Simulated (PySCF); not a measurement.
Species: C₂H₁₀GeSi.
Geometry (PBE0-D3(BJ)/def2-SVP, Å), atoms numbered from 1 in this order:
```
atom  x, y, z in Å
C1    -1.7859    0.2523    0.0017
C2    -1.0803   -0.4301    1.1695
Si3    0.6762    0.1966    1.4869
Ge4    2.0720   -0.1636   -0.4119
H5    -1.8508    1.3424    0.1467
H6    -2.8130   -0.1236   -0.1271
H7    -1.2558    0.0834   -0.9496
H8    -1.6533   -0.2971    2.1035
H9    -1.0217   -1.5200    1.0048
H10    1.2802   -0.5061    2.6633
H11    0.6538    1.6644    1.7890
H12    1.9889   -1.6338   -0.8738
H13    1.6517    0.7222   -1.6023
H14    3.5468    0.1487   -0.0917
```

All values: CAM-B3LYP/def2-SVPD (PySCF, non-relativistic), on one gas-phase PBE0-D3(BJ)/def2-SVP geometry that isn't relaxed in the solvent. The solvent is an IEF-PCM continuum (Bondi radii, 1.10 Å for H, scaled by 1.2). Only the electrostatic response of the medium enters. Spin–orbit coupling is left out although an atom past zinc is present.

Gas phase at CAM-B3LYP/def2-SVPD: HOMO -9.16 eV, LUMO 0.93 eV, dipole 1.08 D.

**Question.** What does the continuum do to the energy, the frontier levels and the dipole at CAM-B3LYP/def2-SVPD in chloroform and water?

**Answer.** 
```json
{"solvent": "chloroform", "ε": "4.711", "E(solvent) − E(gas) (kcal/mol)": "-0.55", "polarisation term (kcal/mol)": "-0.60", "distortion of the solute (kcal/mol)": "0.05", "HOMO (eV)": "-9.05", "LUMO (eV)": "1.00", "dipole (D)": "1.30"}
{"solvent": "water", "ε": "78.36", "E(solvent) − E(gas) (kcal/mol)": "-0.78", "polarisation term (kcal/mol)": "-0.87", "distortion of the solute (kcal/mol)": "0.09", "HOMO (eV)": "-9.03", "LUMO (eV)": "1.01", "dipole (D)": "1.40"}
```

The first energy column is the sum of the next two and covers electrostatics alone. From chloroform to water the lowering changes by a factor 1.41, Onsager's factor (ε − 1)/(2ε + 1) by 1.38 and ε itself by 16.6.

**Question.** Which radius a makes the point-dipole formula ΔE = −[(ε − 1)/(2ε + 1)]·μ²/a³ give the value in water, with the gas-phase dipole?

**Answer.** μ = 0.425 au and |ΔE| = 0.00124 Eh give a = 2.20 Å; the farthest nucleus lies 3.56 Å from the centroid of the nuclei, so such a sphere wouldn't even hold the nuclei. The formula assumes a rigid point dipole at the centre of a sphere.

**Question.** Give the dipole vector in the frame of the coordinates (D, pointing from negative to positive charge), gas and water.

**Answer.** Gas (-1.04, -0.19, 0.24), solvent (-1.33, -0.29, 0.30). Its length changes by +29 % and its direction by 2°.

**Question.** How does the static polarisability (CAM-B3LYP/def2-SVPD, frozen core, with the continuum's full static response) change?

**Answer.** 
| medium | isotropic (au) | principal values (au) | ⟨r²⟩ of the electrons (bohr²) |
| --- | --- | --- | --- |
| gas | 88.5 | 77.6, 86.8, 101.0 | 928.4 |
| chloroform | 111.5 | 99.9, 109.8, 124.7 | 928.6 |
| water | 123.9 | 113.7, 122.0, 136.0 | 928.7 |

The isotropic value in water is 1.40 times the gas-phase one; no cavity-field correction is applied. ⟨r²⟩ is taken about the centre of nuclear charge.

Cost: about 60 s of CPU time on one thread; the machine was shared, so the figure is rough. This is the whole response run at CAM-B3LYP/def2-SVPD in water, SCF included.
